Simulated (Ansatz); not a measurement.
Consider the formal loss of a carbene: `FC[SiH2]CS` → `[CH2]` (triplet) + `FC[SiH2]S`.

Calculated with Ansatz (gas phase, PBE0-D4/def2-TZVP geometries, no zero-point term in ΔE). CCSD(T)/CBS is the MP2 limit (def2-TZVPP, def2-QZVPP) plus CCSD(T) − MP2 in def2-TZVPP, frozen cores. This one scheme is used for every species. DFT in def2-TZVPP. Triplets are unrestricted, without spin–orbit coupling. Each species was taken in one conformer, which may not be the lowest.

```tsv
level	ΔE (kJ/mol)
ωB97M-V	366.0
PBE0	352.3
MP2/def2-TZVPP	362.5
MP2/def2-QZVPP	369.1
```

(1) What does CCSD(T)/CBS give? (Best estimate.)

Largest T1 diagnostic among the species: 0.011.

## Answers

(1) Ansatz gave: +362.5 kJ/mol. The listed levels differ from it by 3.5, -10.2, 0.0, 6.6 kJ/mol.

From PBE to PBE0 (25 % exact exchange), in def2-TZVPP and without D4, ΔE moves by −9.5 kJ/mol. The D4 term adds +12.4 kJ/mol with B3LYP and +6.7 kJ/mol with PBE0; it sums over pairs of atoms, weighted by their polarisabilities, and B3LYP, whose exchange is more repulsive, gets the larger term. In def2-TZVPP, CCSD(T) changes the Hartree–Fock value by +142.5 kJ/mol (the triples alone add +12.1 kJ/mol) and MP2 by +153.8 kJ/mol.

B3LYP here is the variant with VWN-RPA as its local correlation; programs differ in this.
